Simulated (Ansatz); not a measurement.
`C=C(F)S` + `C[SeH]` → `C=C(S)C[SeH]` + H–F  (formal exchange of groups at a C–F bond)

Isolated molecules relaxed with PBE0-D4/def2-TZVP in Ansatz; ΔE leaves out vibrations. CBS: MP2 limit from def2 TZ/QZ plus the TZ coupled-cluster correction, frozen cores. This one scheme is used for every species. DFT in def2-TZVPP. B3LYP here is the variant with VWN-RPA as its local correlation; programs differ in this. For Se outer-core shells are correlated without core-valence functions, which leaves a few kJ/mol of doubt a bond. Scalar relativity is left out up to krypton. One conformer a species, not always the lowest.

```json
{"level": "PBE-D4", "ΔE (kJ/mol)": "-46.3", "difference from CCSD(T)/CBS": "17.6"}
{"level": "r2SCAN-D4", "ΔE (kJ/mol)": "-39.4", "difference from CCSD(T)/CBS": "24.5"}
{"level": "PBE0-D4", "ΔE (kJ/mol)": "-50.2", "difference from CCSD(T)/CBS": "13.7"}
{"level": "B3LYP-D4", "ΔE (kJ/mol)": "-44.8", "difference from CCSD(T)/CBS": "19.1"}
{"level": "ωB97X-V", "ΔE (kJ/mol)": "-39.4", "difference from CCSD(T)/CBS": "24.5"}
{"level": "ωB97M-V", "ΔE (kJ/mol)": "-43.0", "difference from CCSD(T)/CBS": "20.9"}
{"level": "B2PLYP", "ΔE (kJ/mol)": "-43.0", "difference from CCSD(T)/CBS": "20.9"}
{"level": "PBE", "ΔE (kJ/mol)": "-35.8", "difference from CCSD(T)/CBS": "28.1"}
{"level": "r2SCAN", "ΔE (kJ/mol)": "-36.6", "difference from CCSD(T)/CBS": "27.3"}
{"level": "PBE0", "ΔE (kJ/mol)": "-40.8", "difference from CCSD(T)/CBS": "23.1"}
{"level": "B3LYP", "ΔE (kJ/mol)": "-27.7", "difference from CCSD(T)/CBS": "36.2"}
{"level": "HF/def2-TZVPP", "ΔE (kJ/mol)": "-23.1", "difference from CCSD(T)/CBS": "40.8"}
{"level": "MP2/def2-TZVPP", "ΔE (kJ/mol)": "-73.6", "difference from CCSD(T)/CBS": "-9.7"}
{"level": "SCS-MP2/def2-TZVPP", "ΔE (kJ/mol)": "-60.6", "difference from CCSD(T)/CBS": "3.3"}
{"level": "CCSD/def2-TZVPP", "ΔE (kJ/mol)": "-53.1", "difference from CCSD(T)/CBS": "10.8"}
{"level": "CCSD(T)/def2-TZVPP", "ΔE (kJ/mol)": "-57.8", "difference from CCSD(T)/CBS": "6.1"}
{"level": "HF/def2-QZVPP", "ΔE (kJ/mol)": "-22.8", "difference from CCSD(T)/CBS": "41.1"}
{"level": "MP2/def2-QZVPP", "ΔE (kJ/mol)": "-77.0", "difference from CCSD(T)/CBS": "-13.1"}
{"level": "SCS-MP2/def2-QZVPP", "ΔE (kJ/mol)": "-64.0", "difference from CCSD(T)/CBS": "-0.1"}
{"level": "HF/CBS(def2)", "ΔE (kJ/mol)": "-22.8", "difference from CCSD(T)/CBS": "41.1"}
{"level": "MP2/CBS(def2)", "ΔE (kJ/mol)": "-79.7", "difference from CCSD(T)/CBS": "-15.8"}
{"level": "CCSD/CBS(def2)", "ΔE (kJ/mol)": "-59.2", "difference from CCSD(T)/CBS": "4.7"}
{"level": "CCSD(T)/CBS", "ΔE (kJ/mol)": "-63.9", "difference from CCSD(T)/CBS": "0"}
```

Largest T1 diagnostic among the species: 0.012.

From PBE to PBE0 (25 % exact exchange), in def2-TZVPP and without D4, ΔE moves by −5.0 kJ/mol. In def2-TZVPP, CCSD(T) changes the Hartree–Fock value by −34.7 kJ/mol (the triples alone add −4.7 kJ/mol) and MP2 by −50.5 kJ/mol.
